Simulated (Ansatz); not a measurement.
`CSB(F)Cl` + H₂ → `CSBCl` + H–F at 298.15 K and 1 bar (hydrogenolysis of a B–F bond).

Isolated molecules relaxed with PBE0-D4/def2-TZVP in Ansatz; ΔE leaves out vibrations. CBS: MP2 limit from def2 TZ/QZ plus the TZ coupled-cluster correction, frozen cores. This one scheme is used for every species. Each species was taken in one conformer, which may not be the lowest.

| species | CCSD(T)/CBS energy (Eh) | H − E (kJ/mol) | S (J/(mol·K)) |
| --- | --- | --- | --- |
| `CSB(F)Cl` | -1022.12842 | 143.7 | 342.3 |
| H₂ | -1.17544 | 35.1 | 130.4 |
| `CSBCl` | -922.86962 | 156.8 | 322.9 |
| H–F | -100.39570 | 33.5 | 173.6 |

H − E and S are ideal-gas, rigid-rotor, harmonic terms from PBE0-D4/def2-TZVP, for one conformer and one mirror image of each species. The MP2-based limit puts H₂ 0.8 mEh under its directly extrapolated value; such offsets cancel only in part. 1 Eh = 2625.50 kJ/mol, R = 8.31446 J/(mol·K).

By hand: ΔE, ΔH, ΔS and ΔG.

ΔE = (-922.86962) + (-100.39570) − (-1022.12842) − (-1.17544) = 0.03854 Eh = 101.2 kJ/mol. Δ(H − E) = 156.8 + 33.5 − 143.7 − 35.1 = 11.5, so ΔH = 112.7 kJ/mol. ΔS = 322.9 + 173.6 − 342.3 − 130.4 = 23.8 J/(mol·K). ΔG = 112.7 − 298.15 × (23.8)/1000 = 105.6 kJ/mol.

By hand: the equilibrium constant, and the temperature at which ΔG would vanish if ΔH and ΔS stayed fixed.

log₁₀ K = −ΔG/(RT ln 10) = -18.5. ΔG = 0 at ΔH/ΔS = 4735 K, far beyond where these terms or the molecules hold.

ΔH outweighs TΔS. A doubt of 5 kJ/mol in ΔE shifts log₁₀ K by 0.9 here. Other conformers and mirror images would add mixing entropy, several J/(mol·K) or more a flexible species. These are equilibria of isolated gas molecules and say nothing of rates. Largest T1 diagnostic: 0.013 (customary marks: 0.02 for closed shells, 0.045 for open ones).
